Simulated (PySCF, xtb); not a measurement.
B3H5N3, SMILES N1[B]NBNB1, multiplicity 2.

Harmonic wavenumbers (cm⁻¹) from GFN2-xTB run with xtb at its own minimum, in rising order: 239, 267, 429, 491, 492, 649, 691, 717, 791, 796, 819, 942, 952, 978, 1058, 1083, 1173, 1243, 1287, 1313, 1391, 1392, 2571, 2578, 3440, 3440, 3462.

**Question.** What does PBE-D3(BJ)/def2-SVP (PySCF) give at its own minimum? (The exact figures need the calculation; the answer reports its results.)

**Answer.** 276, 306, 432, 505, 509, 675, 698, 702, 834, 888, 896, 920, 925, 954, 1027, 1036, 1200, 1250, 1318, 1332, 1429, 1449, 2551, 2557, 3556, 3556, 3562. Paired by order, the mean absolute difference is 40 cm⁻¹ and the zero-point energies are 49.6 and 50.5 kcal/mol.
